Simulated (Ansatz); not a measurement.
BeH2O (SMILES [BeH][OH]) moved off its minimum; all values from Ansatz (an electronic-structure program), cores frozen in correlated methods.
(charge 0, multiplicity 1)
```xyz
4

Be    -0.7794    -0.2065     0.0541
H     -2.1058    -0.8647    -0.1814
O      0.5625     0.1509    -0.1501
H      0.8874     0.5933     0.4514
```

Forces at MP2/aug-cc-pVTZ (eV/Å):

```json
[
 {"atom": "Be1", "Fx": "-2.784", "Fy": "-1.732", "Fz": "-1.081"},
 {"atom": "H2", "Fx": "1.557", "Fy": "0.971", "Fz": "0.556"},
 {"atom": "O3", "Fx": "-4.784", "Fy": "-6.446", "Fz": "-8.808"},
 {"atom": "H4", "Fx": "6.012", "Fy": "7.206", "Fz": "9.333"}
]
```

Problem. Give the forces (eV/Å), the total energy and the dipole at CCSD(T)/aug-cc-pVTZ.

Solution. 
```json
[
 {"atom": "Be1", "Fx": "-2.616", "Fy": "-1.659", "Fz": "-1.067"},
 {"atom": "H2", "Fx": "1.463", "Fy": "0.922", "Fz": "0.536"},
 {"atom": "O3", "Fx": "-4.831", "Fy": "-6.435", "Fz": "-8.758"},
 {"atom": "H4", "Fx": "5.984", "Fy": "7.172", "Fz": "9.289"}
]
```
Energy -91.0365 hartree, dipole 2.11 D.
